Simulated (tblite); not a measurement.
C₃H₃ClF₂O₂.
Numbering: `[O:1]=[CH:2][O:3][CH2:4][C:5]([F:6])([F:7])[Cl:8]` (hydrogens: H9 on C2; H10, H11 on C4)

Computed with GFN2-xTB (tblite), gas phase: L-BFGS steps from a force-field or distance-geometry start until the largest atomic force falls under 0.01 eV/Å.

The end geometry, which sets the zero of energy:
```
atom  x, y, z in Å
O1      1.8123    0.8901    1.2651
C2      1.9121    0.2422    0.2720
O3      0.9455    0.0052   -0.6187
C4     -0.3356    0.5349   -0.3388
C5     -1.3047   -0.5895    0.0315
F6     -2.5414   -0.0879    0.1993
F7     -0.9707   -1.1617    1.1977
Cl8    -1.3594   -1.8513   -1.2252
H9      2.8289   -0.2512   -0.0814
H10    -0.7089    1.0380   -1.2341
H11    -0.2728    1.2339    0.5067
```

Question: These geometries come from the run, each turned onto the end geometry. Order them by energy, lowest first.
A.
```
atom  x, y, z in Å
O1      1.5782    0.2390    1.4559
C2      1.8125    0.1095    0.2978
O3      0.9670    0.3023   -0.7176
C4     -0.3681    0.6526   -0.4287
C5     -1.1842   -0.5327    0.0952
F6     -2.4514   -0.1315    0.2886
F7     -0.7581   -1.0103    1.2697
Cl8    -1.1784   -1.8680   -1.0685
H9      2.7771   -0.1960   -0.1326
H10    -0.7839    0.9701   -1.3874
H11    -0.4054    1.4676    0.3017
```
B.
```
atom  x, y, z in Å
O1      1.6972    0.5882    1.3641
C2      1.8638    0.1757    0.2595
O3      0.9481    0.1294   -0.7145
C4     -0.3407    0.5928   -0.3731
C5     -1.2509   -0.5614    0.0534
F6     -2.5197   -0.1185    0.1429
F7     -0.9321   -1.0320    1.2666
Cl8    -1.2099   -1.9106   -1.1062
H9      2.8042   -0.2235   -0.1415
H10    -0.7876    1.0699   -1.2481
H11    -0.2671    1.2927    0.4710
```
C.
```
atom  x, y, z in Å
O1      1.6638    0.5206    1.3813
C2      1.8561    0.1598    0.2633
O3      0.9577    0.1773   -0.7285
C4     -0.3448    0.5976   -0.3819
C5     -1.2371   -0.5629    0.0641
F6     -2.4954   -0.0986    0.1696
F7     -0.9025   -1.0265    1.2752
Cl8    -1.2014   -1.9131   -1.1103
H9      2.8090   -0.2224   -0.1325
H10    -0.8053    1.0445   -1.2641
H11    -0.2948    1.3263    0.4380
```
D.
```
atom  x, y, z in Å
O1      1.5755    0.1434    1.4761
C2      1.8129    0.0699    0.3135
O3      0.9690    0.2971   -0.7066
C4     -0.3809    0.6732   -0.4600
C5     -1.1760   -0.5098    0.0801
F6     -2.4396   -0.1643    0.3533
F7     -0.6953   -0.9416    1.2467
Cl8    -1.1650   -1.8569   -1.0758
H9      2.8071   -0.1792   -0.0954
H10    -0.8458    0.9635   -1.4079
H11    -0.4566    1.5073    0.2500
```
E.
```
atom  x, y, z in Å
O1      1.8107    0.7604    1.2976
C2      1.9021    0.2084    0.2477
O3      0.9329    0.0666   -0.6600
C4     -0.3466    0.5690   -0.3298
C5     -1.2934   -0.5762    0.0395
F6     -2.5574   -0.1205    0.1004
F7     -1.0158   -1.0728    1.2541
Cl8    -1.2155   -1.9043   -1.1467
H9      2.8120   -0.2618   -0.1521
H10    -0.7490    1.0833   -1.2056
H11    -0.2747    1.2506    0.5291
```

Answer: E (0.003 eV), B (0.011 eV), C (0.019 eV), A (0.076 eV), D (0.144 eV).

In the order of the answer:

```tsv
step	E above end (eV)	largest force (eV/Å)	rms force component (eV/Å)	rms distance from end (Å)	rms bond change (Å)	bond most changed (Å)
41	0.003	0.02	0.007	0.091	0.001	C4–C5 +0.001
23	0.011	0.13	0.045	0.147	0.002	O3–C4 -0.003
19	0.019	0.17	0.064	0.175	0.003	C5–Cl8 +0.008
11	0.076	0.31	0.100	0.300	0.004	C5–Cl8 -0.010
4	0.144	0.48	0.162	0.346	0.006	O3–C4 +0.009
```

The cost below is that of the whole relaxation. On an Arm Neoverse N1 with one thread (shared host), this took 0.57 s.
